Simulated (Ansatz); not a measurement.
CH5FSSn can be A, `F[CH2][SnH2][SH]`, or B, `[CH3][SnH]([F])[SH]`.

Computed with Ansatz on PBE0-D4/def2-TZVP structures; ΔE is electronic, products minus reactants. CCSD(T)/CBS is the MP2 limit (def2-TZVPP, def2-QZVPP) plus CCSD(T) − MP2 in def2-TZVPP, frozen cores. Functionals use def2-TZVPP. B3LYP here is the variant with VWN-RPA as its local correlation; programs differ in this. Elements past krypton have def2 core potentials. For Sn outer-core shells are correlated without core-valence functions, which leaves a few kJ/mol of doubt a bond. One conformer a species, not always the lowest.

Question: Which isomer does CCSD(T)/CBS put lower? Give the gap. (Best estimate.)

Answer: Ansatz gave: B, by 45.9 kcal/mol.

Question: Give E(B) − E(A) in kcal/mol with BLYP-D4, B3LYP-D4, MP2/def2-TZVPP, r2SCAN-D4, LDA (SPW92), ωB97M-V, CCSD(T)/def2-SVP. (Estimate.)

Answer: Ansatz gave: BLYP-D4 -43.0, B3LYP-D4 -43.1, MP2/def2-TZVPP -46.2, r2SCAN-D4 -44.4, LDA (SPW92) -40.0, ωB97M-V -43.3, CCSD(T)/def2-SVP -41.3. None reverses the order clearly.

Question: Does the order hold for the free energy at 298.15 K (harmonic terms from PBE0-D4)? (An estimate is asked.)

Answer: Computed: Yes: G(B) − G(A) = -44.3 kcal/mol, for one conformer each. Modes under 60 cm⁻¹, often nearly free rotors, make the harmonic entropy too high.

Largest T1 diagnostic: 0.013.

Leaving LDA and LC-ωPBE aside and taking each functional with its dispersion term where it has one, the values, not all of them listed here, spread over 2.3 kcal/mol, from B2PLYP to PBE-D4. LDA lies +2.4 kcal/mol from PBE without D4. At CCSD(T), def2-SVP lies +4.6 kcal/mol from the extrapolated value and def2-TZVPP +2.5 kcal/mol.
